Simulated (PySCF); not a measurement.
B(OEt)(NH2)(NMe2) (C4H13BN2O), SMILES CCOB(N)N(C)C. Geometry optimised at B3LYP-D3(BJ)/def2-SVP. Other conformers were not sampled.

Give the equilibrium geometry at B3LYP-D3(BJ)/def2-SVP (PySCF confirms it by a frequency run) as bond lengths and angles. (Estimate from the structure and the level; the computed values follow.)

Several could match; the one computed here: 
Atoms: B1 O2 C3 C4 H5 H6 H7 H8 H9 N10 H11 H12 N13 C14 C15 H16 H17 H18 H19 H20 H21. Bond lengths (Å): B1–O2 1.385, B1–N10 1.426, B1–N13 1.430, O2–C3 1.406, C3–C4 1.518, C3–H5 1.108, C3–H6 1.109, C4–H7 1.101, C4–H8 1.101, C4–H9 1.101, N10–H11 1.010, N10–H12 1.009, N13–C14 1.446, N13–C15 1.441, C14–H16 1.108, C14–H17 1.109, C14–H18 1.096, C15–H19 1.110, C15–H20 1.107, C15–H21 1.100. Angles (°): O2–B1–N10 120.7, O2–B1–N13 116.7, N10–B1–N13 122.6, B1–O2–C3 122.6, O2–C3–C4 109.4, O2–C3–H5 110.6, O2–C3–H6 110.5, C4–C3–H5 110.0, C4–C3–H6 109.7, H5–C3–H6 106.8, C3–C4–H7 110.4, C3–C4–H8 110.9, C3–C4–H9 110.4, H7–C4–H8 108.6, H7–C4–H9 108.0, H8–C4–H9 108.6, B1–N10–H11 122.9, B1–N10–H12 123.8, H11–N10–H12 113.3, B1–N13–C14 122.0, B1–N13–C15 123.7, C14–N13–C15 114.2, N13–C14–H16 111.5, N13–C14–H17 111.8, N13–C14–H18 110.0, H16–C14–H17 106.9, H16–C14–H18 108.3, H17–C14–H18 108.3, N13–C15–H19 112.9, N13–C15–H20 111.0, N13–C15–H21 111.3, H19–C15–H20 106.7, H19–C15–H21 107.9, H20–C15–H21 106.7.
Charge 0, spin multiplicity 1.
